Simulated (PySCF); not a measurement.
CH3ClF2OSi, SMILES OC[Si](F)(F)Cl. Atoms are numbered in the order given.

```xyz
9

O     -2.3642     0.1618     0.1733
C     -1.4574    -0.8583    -0.2025
Si     0.3148    -0.3569     0.1253
F      0.6761    -0.3217     1.6933
F      1.3590    -1.3697    -0.5694
Cl     0.6083     1.5313    -0.6381
H     -2.1490     0.9595    -0.3309
H     -1.5632    -1.1682    -1.2630
H     -1.6935    -1.7501     0.4022
```

Geometry optimised at B3LYP-D3(BJ)/def2-SVP. The structure was generated by enumeration, and PubChem lists no compound with its InChIKey, so it may never have been made. The values are those of a single conformer.

Computed with PBE/def2-TZVP (PySCF).

ESP charges are fitted to the potential on shells at 1.4 to 2.0 van der Waals radii. Atomic charges (e):

```
atom    IAO  Löwdin  ESP fit
----  -----  ------  -------
O1    -0.53   -0.01    -0.48
C2    -0.38   -0.48    -0.14
Si3    1.51   -0.32     0.45
F4    -0.50    0.05    -0.18
F5    -0.50    0.04    -0.20
Cl6   -0.29    0.27    -0.10
H7     0.36    0.17     0.36
H8     0.15    0.13     0.10
H9     0.18    0.15     0.18
```

Computed Mayer and Wiberg (Löwdin basis) orders of the bonds:
| bond | Mayer | Wiberg |
|---|---|---|
| O1–C2 | 1.03 | 1.62 |
| C2–Si3 | 1.02 | 1.12 |
| Si3–F4 | 1.18 | 1.75 |
| Si3–F5 | 1.17 | 1.74 |
| Si3–Cl6 | 1.18 | 1.82 |
| O1–H7 | 0.88 | 1.01 |
| C2–H8 | 0.91 | 0.87 |
| C2–H9 | 0.92 | 0.86 |
